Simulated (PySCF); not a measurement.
From results back to the method.

Compound: C₅H₄F₂.
Bonds: C1–C2 (double), C2–C3, C3–C4 (double), C4–C5, C5–F6, C5–F7, C2–C4. Hydrogens: H8, H9 on C1; H10 on C3; H11 on C5.

The closed-shell ground state was solved 7 times with PySCF (density fitting, gas phase), always in the pcSseg-1 basis (139 functions), with these functionals: B97-2, BHandHLYP, CAM-B3LYP, HF, KT2, LC-wPBE and wB97X-D. Isolated species at its PBE0-D3(BJ)/def2-SVP geometry (one conformer only).

| row | total energy (Eh) | HOMO (eV) | LUMO (eV) | dipole (D) |
| --- | --- | --- | --- | --- |
| P | -392.2170 | -9.00 | 1.31 | 1.77 |
| Q | -398.4826 | -5.30 | -2.14 | 1.64 |
| R | -392.3336 | -6.12 | -1.16 | 1.74 |
| S | -392.3091 | -7.64 | 0.10 | 1.77 |
| T | -390.3607 | -8.49 | 2.96 | 2.02 |
| U | -392.3315 | -8.19 | 0.74 | 1.78 |
| V | -392.2588 | -7.24 | 0.07 | 1.86 |

Task: Which functional belongs to which row?

Result: P = LC-wPBE, Q = KT2, R = B97-2, S = CAM-B3LYP, T = HF, U = wB97X-D, V = BHandHLYP. By rising HOMO–LUMO gap: KT2 (GGA) 3.16 eV; B97-2 (global hybrid, 21 % exact exchange) 4.96 eV; BHandHLYP (global hybrid, 50 % exact exchange) 7.31 eV; CAM-B3LYP (range-separated hybrid) 7.74 eV; wB97X-D (range-separated hybrid) 8.93 eV; LC-wPBE (range-separated hybrid) 10.31 eV; HF (all exact exchange) 11.45 eV. Total energies of different functionals aren't bounds to one another; each is stationary for its own functional.

The values belong to the conformer `[CH2:1]=[C:2]1[CH:3]=[C:4]1[CH:5]([F:6])[F:7]`: C3–C4–C5–F6 -8°.

The pairwise dispersion term of wB97X-D wasn't added to the energies; at a given geometry it leaves orbitals and properties as they are.
